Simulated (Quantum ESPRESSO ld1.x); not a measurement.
Values are calculated unless marked as measured or tabulated.
All-electron atom: Er4+ in [Kr] 4d10 4f10 5s1 5p6 5d1 (not the ground configuration). Code: ld1.x of Quantum ESPRESSO 7.5. Model: Dirac Kohn-Sham, LDA (Slater exchange, VWN5 correlation), spin-unpolarised, spherical densities, point nucleus; open shells fill j = l - 1/2 first.

Normalised radial functions P(r) = r R(r) (large component), r in bohr:

r	4d5/2	5p3/2
0.001504	0.0000	0.0017
0.001737	0.0000	0.0023
0.002006	0.0001	0.0030
0.002317	0.0001	0.0039
0.002676	0.0001	0.0051
0.00309	0.0002	0.0067
0.003569	0.0003	0.0087
0.004089	0.0005	0.0111
0.004722	0.0007	0.0143
0.005453	0.0010	0.0185
0.006298	0.0015	0.0237
0.007274	0.0023	0.0303
0.0084	0.0035	0.0385
0.009701	0.0051	0.0486
0.0112	0.0076	0.0609
0.01284	0.0110	0.0749
0.01482	0.0161	0.0922
0.01712	0.0235	0.1122
0.01977	0.0339	0.1346
0.02283	0.0486	0.1590
0.02637	0.0689	0.1840
0.03045	0.0967	0.2080
0.03517	0.1338	0.2282
0.0403	0.1793	0.2407
0.04654	0.2405	0.2428
0.05374	0.3161	0.2290
0.06207	0.4060	0.1948
0.07168	0.5075	0.1372
0.08279	0.6146	0.0562
0.09561	0.7167	-0.0438
0.1104	0.7981	-0.1526
0.1265	0.8382	-0.2487
0.1461	0.8203	-0.3231
0.1687	0.7202	-0.3476
0.1949	0.5246	-0.3043
0.225	0.2338	-0.1872
0.2599	-0.1332	-0.0084
0.3001	-0.5369	0.1996
0.3466	-0.9227	0.3881
0.3971	-1.2171	0.4998
0.4586	-1.4086	0.5067
0.5297	-1.4533	0.3818
0.6117	-1.3588	0.1403
0.7064	-1.1594	-0.1731
0.8159	-0.9046	-0.4968
0.9422	-0.6443	-0.7684
1.088	-0.4169	-0.9407
1.247	-0.2514	-0.9923
1.44	-0.1318	-0.9347
1.663	-0.0610	-0.7903
1.92	-0.0245	-0.6008
2.218	-0.0083	-0.4088
2.561	-0.0024	-0.2467
2.958	-0.0005	-0.1303
3.416	-0.0001	-0.0592
3.914	0.0000	-0.0241
4.52	0.0000	-0.0077
5.22	0.0000	-0.0020
6.028	0.0000	-0.0004

4d5/2: eigenvalue -220.88 eV, 1 radial node at r = 0.247 bohr, <r> = 0.584 bohr, 90 % of the charge inside 0.877 bohr. 5p3/2: eigenvalue -72.350 eV, 3 radial nodes at r = 0.0900, 0.261, 0.654 bohr, <r> = 1.39 bohr, 90 % of the charge inside 2.02 bohr.
